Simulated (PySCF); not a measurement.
F3GeHSe, SMILES [SeH][Ge]([F])([F])[F]. Coordinates come from a B3LYP-D3(BJ)/def2-SVP optimisation. The structure was generated by enumeration, and PubChem lists no compound with its InChIKey, so it may never have been made. Other conformers were not sampled.

Problem. Give the equilibrium geometry at B3LYP-D3(BJ)/def2-SVP (PySCF confirms it by a frequency run) as a Z-matrix, and its point group. (The exact figures need the calculation; the answer reports its results.)

Solution. One answer among several that fit: point group Cs.
```
Ge
F 1 1.7214
F 1 1.7233 2 106.78
F 1 1.7233 2 106.78 3 -111.04
Se 1 2.3203 2 109.66 4 -124.48
H 5 1.4781 1 90.10 2 180.00
```
